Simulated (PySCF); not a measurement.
**LC-wPBE on H (hydrogen, neutral)**

Configuration: 1s1, 2S determinant. Calculation: PySCF 2.14, in dyall-v3z (9s2p1d, 20 functions); the spin-free X2C one-electron Hamiltonian (Gaussian nucleus).

```json
{
 "Total energy": "-0.5063 hartree",
 "One-electron energy": "-0.4997 hartree",
 "Hartree (Coulomb) energy": "0.3085 hartree",
 "Exchange-correlation energy": "-0.3151 hartree",
 "⟨S²⟩": "0.7500",
 "⟨L²⟩": "0.000",
 "Sum of ⟨r⟩": "1.528 bohr",
 "Sum of ⟨r²⟩": "3.151 bohr²",
 "Langevin diamagnetic susceptibility": "-2.50 ×10⁻⁶ cm³/mol"
}
```

| shell | electrons | mean orbital energy (hartree) | rms radius, mean of both spins (bohr) |
| --- | --- | --- | --- |
| 1s α | 1 | -0.44823 | 1.78 |

For one electron the Hartree and exchange-correlation energies should cancel; what remains is the self-interaction error.
